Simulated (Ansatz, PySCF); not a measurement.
Gas-phase reaction (SMILES): C[Si](C)(C)N -> C[Si](C)C + [NH2] (NH2); the N-Si bond at the site shown breaks (other sites are not compared here).

Each molecule is optimised on its own at B3LYP-D3(BJ)/def2-TZVP (Ansatz, a quantum-chemistry and plane-wave program), one conformer each, not searched for the lowest. Valence correlation only, unless marked. UHF or UKS for open shells. No spin-orbit coupling. No relativistic terms. CBS(X,Y): correlation extrapolated as X^-3; Hartree-Fock from the larger set. Thermal terms are rigid-rotor harmonic-oscillator values from B3LYP-D3(BJ) frequencies (Ansatz or PySCF) at 298.15 K and 1 atm. 1 Eh = 627.5095 kcal/mol.

```json
[
 {"species": "C[Si](C)(C)N", "E, CCSD(T)/CBS(cc-pV(T+d)Z,cc-pV(Q+d)Z) (Ansatz) (Eh)": "-464.62283", "E, wB97M-V/def2-TZVPD (Ansatz) (Eh)": "-465.20891", "H - E (Eh)": "0.14628"},
 {"species": "C[Si](C)C", "E, CCSD(T)/CBS(cc-pV(T+d)Z,cc-pV(Q+d)Z) (Ansatz) (Eh)": "-408.62193", "E, wB97M-V/def2-TZVPD (Ansatz) (Eh)": "-409.15372", "H - E (Eh)": "0.11753"},
 {"species": "[NH2] (NH2)", "E, CCSD(T)/CBS(cc-pV(T+d)Z,cc-pV(Q+d)Z) (Ansatz) (Eh)": "-55.81993", "E, wB97M-V/def2-TZVPD (Ansatz) (Eh)": "-55.87336", "H - E (Eh)": "0.02268"}
]
```

Question: Work out ΔE and ΔH at 298.15 K at the first level, then ΔH at the second.

Answer: 
1. ΔE = [(-408.62193) + (-55.81993)] - [(-464.62283)] = 0.18097 Eh = 113.6 kcal/mol at CCSD(T)/CBS(cc-pV(T+d)Z,cc-pV(Q+d)Z).
2. The terms H - E add up to -0.00607 Eh, so ΔH = (0.18097 + (-0.00607))×627.5095 = 109.8 kcal/mol.
3. At wB97M-V/def2-TZVPD the same steps give ΔE = 114.1 and ΔH = 110.3 kcal/mol, a shift of +0.5 from the first level.
4. These values are not checked against measurement here, since the tables used lack a sound gas-phase enthalpy of formation for at least one species.
